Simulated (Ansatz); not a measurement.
fluoroethylene carbonate (C3H3FO3), singlet, at a GFN2-xTB geometry; CASSCF(6,4)/STO-3G (Ansatz, an electronic-structure program).

Input for Ansatz:
Ansatz 0.2 input:
```yaml
crystal:
  periodic: [false, false, false]
  atoms:
    - {symbol: O, position_ang: [2.28171674, 0.00183083, 0.24036537]}
    - {symbol: C, position_ang: [1.13046802, 0.10135341, 0.00916983]}
    - {symbol: O, position_ang: [0.45776563, 1.25266604, -0.12266770]}
    - {symbol: C, position_ang: [-0.89808577, 1.00807215, -0.42705147]}
    - {symbol: C, position_ang: [-1.01341539, -0.52462465, -0.31593265]}
    - {symbol: F, position_ang: [-1.71027590, -0.85935176, 0.81397547]}
    - {symbol: O, position_ang: [0.29178873, -0.95801497, -0.19885144]}
    - {symbol: H, position_ang: [-1.53557081, 1.50510836, 0.30810886]}
    - {symbol: H, position_ang: [-1.11882790, 1.37535297, -1.43251139]}
    - {symbol: H, position_ang: [-1.51708797, -1.02695625, -1.14926106]}
basis:
  gaussian:
    orbitals: STO-3G
hamiltonian:
  xc: hf
magnetization: {spin_polarized: false}
correlation: {active_space: {window: {electrons: 6, orbitals: 4}}}
```

### Question
Write the output that Ansatz gives for this input, abridged.

### Answer

```
Functional definition: HF
561 factors; integrals over basis functions are off by at most 3.5e-5 eV
mean field evaluation 1: about -11789.2567 eV, gradient 4.9e1 eV
mean field evaluation 2: about -11789.6496 eV, gradient 4.9e1 eV
mean field evaluation 4: about -11797.2761 eV, gradient 4.1e0 eV
mean field evaluation 8: about -11797.3612 eV, gradient 1.7e-1 eV
mean field -11797.36129609 eV, -433.5450310925 hartree, gradient 2.9e-6 eV, S^2 0.000000; 0 other end points of the search recorded, 0 dependent functions left out
reference -11797.36129609 eV, -433.5450310925 hartree; 27, 27 occupied and 11, 11 virtual orbitals, 561 factors
state -11798.44209864 eV, -433.5847498537 hartree
Total energy: -11798.44209864 eV, -433.5847498537 hartree
```
